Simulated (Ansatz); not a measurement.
CH5AlSSi, 9 atoms. The species carries charge 0 and has multiplicity 1. The bonds changed during the relaxation, so this is another structure than the one it started from. All runs use 2 threads of an Arm Neoverse V1 on a shared host. Correlated methods freeze the cores.

(1) Give the basis size and wall time and peak host memory of each of these runs in Ansatz. RHF-CCSD(T)/def2-TZVPP energy; direct RPA on PBE orbitals/def2-TZVPP energy; RKS PBE0-D4/def2-TZVP relaxation (10 steps); RKS r2SCANh-D4/def2-TZVPP energy; RKS B2PLYP (frozen core)/def2-TZVPP energy; RKS ωB97M-V/def2-SVP energy; RKS PBE-D4/def2-TZVPP energy and forces; RHF-CCSD(T)/def2-SVP energy; RKS PBE0-D4/def2-QZVPP energy; RHF-MP2/def2-QZVPP energy; RKS PBE0-D4/def2-SVP energy; RKS PBE0-D4/def2-TZVP frequencies. (Best estimate.)

Results:

(1) Computed: Other jobs shared the machine, so times are rough.

| level | job | functions | wall time | peak host memory (GiB) |
| --- | --- | --- | --- | --- |
| RKS PBE0-D4/def2-SVP | energy | 93 | 1.8 s | 0.42 |
| RHF-CCSD(T)/def2-SVP | energy | 93 | 3.5 s | 0.42 |
| RKS PBE-D4/def2-TZVPP | energy and forces | 227 | 3.9 s | 0.29 |
| direct RPA on PBE orbitals/def2-TZVPP | energy | 227 | 7 s | 0.48 |
| RKS r2SCANh-D4/def2-TZVPP | energy | 227 | 8.5 s | 0.56 |
| RKS B2PLYP (frozen core)/def2-TZVPP | energy | 227 | 9 s | 0.52 |
| RKS ωB97M-V/def2-SVP | energy | 93 | 9.5 s | 0.42 |
| RKS PBE0-D4/def2-QZVPP | energy | 417 | 15 s | 1.3 |
| RHF-MP2/def2-QZVPP | energy | 417 | 33 s | 2 |
| RKS PBE0-D4/def2-TZVP | relaxation (10 steps) | 172 | 53 s | 0.42 |
| RHF-CCSD(T)/def2-TZVPP | energy | 227 | 91 s | 3.3 |
| RKS PBE0-D4/def2-TZVP | frequencies | 172 | 3.1 min | 0.45 |
